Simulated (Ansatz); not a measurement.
ClGaH2 (SMILES [Cl][GaH2]) moved off its minimum; all values from Ansatz (an electronic-structure program), cores frozen in correlated methods.
(charge 0, multiplicity 1)
```xyz
4

Ga    -0.0323    -0.1642    -0.7030
H     -1.3899    -0.2980    -1.4046
H      1.4107    -0.5510    -1.2500
Cl     0.0391     0.4904     1.3526
```

### Question
Give the forces (eV/Å), the total energy and the dipole at CCSD(T)/def2-TZVPPD.

### Answer

| atom | Fx | Fy | Fz |
|---|---|---|---|
| Ga1 | 0.893 | -0.232 | 0.117 |
| H2 | -0.578 | 0.036 | -0.242 |
| H3 | -0.207 | 0.088 | -0.031 |
| Cl4 | -0.109 | 0.107 | 0.155 |
Energy -2384.2857 hartree, dipole 2.01 D.
